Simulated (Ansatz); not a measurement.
Mulliken charges of `ClI` from B3LYP/def2-TZVPP in Ansatz (PBE0-D4/def2-TZVP geometry).

| atom | x (Å) | y (Å) | z (Å) | charge (e) |
| --- | --- | --- | --- | --- |
| Cl1 | 0.000 | 0.000 | -0.003 | -0.191 |
| I2 | 0.000 | 0.000 | 2.309 | 0.191 |

Problem. By hand: the dipole of these point charges (1 e Å = 4.8032 D).

Solution. Σ q r = (0.000, 0.000, 0.442) e Å, of length 0.442 e Å = 2.12 D.

Problem. How does the dipole of the full density compare? (Estimate.)

Solution. Computed: (0.000, 0.000, 0.237) e Å, 1.14 D; the point charges give 1.86 times that, at 0° from its direction.

Point charges leave out the atoms' own dipoles, such as those of lone pairs, and Mulliken's split depends on the basis, so the two needn't agree.

B3LYP here is the variant with VWN-RPA as its local correlation; programs differ in this.
